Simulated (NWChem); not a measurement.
Species: CH$_{5}$FO$_{2}$Si; SMILES [SiH](OC)(F)O

```xyz
10

Si    -0.0042    -0.5024     0.3560
O      0.9004    -1.7311    -0.2355
F     -1.5168    -0.5484    -0.2269
O      0.6560     0.9175    -0.1417
C      0.0636     2.1884    -0.0728
H     -0.0959    -0.6603     1.8192
H      1.2405    -1.6338    -1.1302
H      0.0003     2.5523     0.9682
H      0.6834     2.8975    -0.6414
H     -0.9521     2.1917    -0.5038
```
Atoms are numbered in this order, from 1.

All runs: NWChem. Geometry: optimised at PBE0/def2-SVP.

For level PW6B95/def2-TZVP:

```yaml
highest occupied level (eV): -8.84
orbital gap (eV): 9.61
```

### Question
How do the values read with level B3LYP/def2-TZVP instead?

### Answer
| Item | Value |
|---|---|
| highest occupied level (eV) | -8.45 |
| orbital gap (eV) | 8.90 |
